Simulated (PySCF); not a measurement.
How methods differ on the ionisation energy of Zr¹³⁺

Zr¹³⁺ [Ar] 3d9 [3d3/2^4 3d5/2^5, M_J = 5/2] → Zr¹⁴⁺ [Ar] 3d8 [3d3/2^4 3d5/2^4, M_J = 4], as a difference of total energies. Computed with PySCF 2.14 in an even-tempered Gaussian basis (17 s from 1 bohr⁻², ratio 2.8; 13 p from 1.3 bohr⁻², ratio 2.8; 8 d from 1.3 bohr⁻², ratio 2.8; 4 f from 7.4 bohr⁻², ratio 3), with the two-component X2C-1e Hamiltonian. Correlated levels: [Ne] frozen; the 76 highest virtual spinors dropped. "Screened" scales the spin-orbit matrix elements by Boettger's factors to mimic the two-electron term; Breit and QED terms are absent.

Order these methods by the ionisation energy they give, lowest first.
A. GMP2 (spin-free)
B. GMP2 (screened spin-orbit)
C. GHF (spin-free)
D. GHF (screened spin-orbit)

D (471.02 eV), C (471.75 eV), B (472.66 eV), A (473.38 eV).

Breit and QED terms and the two-electron picture change are absent.

The spin-free rows relax to the high-spin LS determinant and lack the spin-orbit shift.

The labels give the starting determinants; with spin-orbit coupling the two ends relaxed to ⟨J²⟩ = 8.75, ⟨L²⟩ = 6.01, ⟨S²⟩ = 0.75 and ⟨J²⟩ = 20.00, ⟨L²⟩ = 12.11, ⟨S²⟩ = 1.98.

For comparison: 470 ± 3 eV (theoretical estimate listed by NIST; NIST Atomic Spectra Database, ionization energies).
